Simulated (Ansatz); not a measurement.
C4H10Si can be A, `C/C=C(\C)[SiH3]`, or B, `C[Si]1(C)CC1`.

Isolated molecules relaxed with PBE0-D4/def2-TZVP in Ansatz; ΔE leaves out vibrations. CBS: MP2 limit from def2 TZ/QZ plus the TZ coupled-cluster correction, frozen cores. Functionals use def2-TZVPP. B3LYP here is the variant with VWN-RPA as its local correlation; programs differ in this.

A:

Z-matrix (Å, degrees):
```
C
C 1 1.491
H 1 1.089 2 113.4
H 1 1.095 2 110.4 3 121.3
H 1 1.095 2 110.4 3 -121.3
C 2 1.338 1 128.1 3 -0.2
H 2 1.089 1 114.2 3 179.8
Si 6 1.864 2 118.2 1 180.0
C 6 1.500 2 124.8 1 0.1
H 8 1.491 6 110.9 2 121.0
H 8 1.487 6 109.9 2 0.2
H 8 1.491 6 110.9 2 -120.6
H 9 1.095 6 110.7 2 -121.0
H 9 1.095 6 110.8 2 121.3
H 9 1.091 6 113.3 2 0.1
```

B:

```xyz
15

C    -1.4203    0.2944   -1.3031
Si    0.0175    0.0493   -0.1428
C     1.6861    0.4535   -0.8679
C    -0.1024   -1.2273    1.1794
C    -0.2465    0.2460    1.6694
H    -1.3232   -0.3360   -2.1905
H    -2.3567    0.0364   -0.8040
H    -1.4870    1.3337   -1.6346
H     1.7364    1.4984   -1.1841
H     1.9002   -0.1719   -1.7383
H     2.4708    0.2847   -0.1275
H     0.7870   -1.7505    1.5181
H    -0.9937   -1.8415    1.2686
H    -1.2244    0.5199    2.0540
H     0.5562    0.6110    2.3033
```

Problem. Which isomer does CCSD(T)/CBS put lower? Give the gap. (An estimate is asked.)

Solution. Ansatz gave: B, by 8.7 kcal/mol.

Problem. Give E(B) − E(A) in kcal/mol with CCSD(T)/def2-SVP, B2PLYP, B3LYP, CCSD(T)/def2-TZVPP, BLYP-D4, PBE-D4, r2SCAN-D4. (An estimate is asked.)

Solution. Computed: CCSD(T)/def2-SVP -0.5, B2PLYP -7.7, B3LYP -6.7, CCSD(T)/def2-TZVPP -8.0, BLYP-D4 -4.9, PBE-D4 -11.0, r2SCAN-D4 -11.9. None reverses the order clearly.

Problem. Does the order hold for the free energy at 298.15 K (harmonic terms from PBE0-D4)? (Best estimate.)

Solution. The calculation gave: Yes: G(B) − G(A) = -5.2 kcal/mol.

Largest T1 diagnostic: 0.011.

Leaving LDA and LC-ωPBE aside and taking each functional with its dispersion term where it has one, the values, not all of them listed here, spread over 7.6 kcal/mol, from r2SCAN0-D4 to BLYP-D4. LDA lies −1.7 kcal/mol from PBE without D4. From BLYP to BHLYP (50 % exact exchange), in def2-TZVPP and without D4, E(B) − E(A) moves by −1.1 kcal/mol.
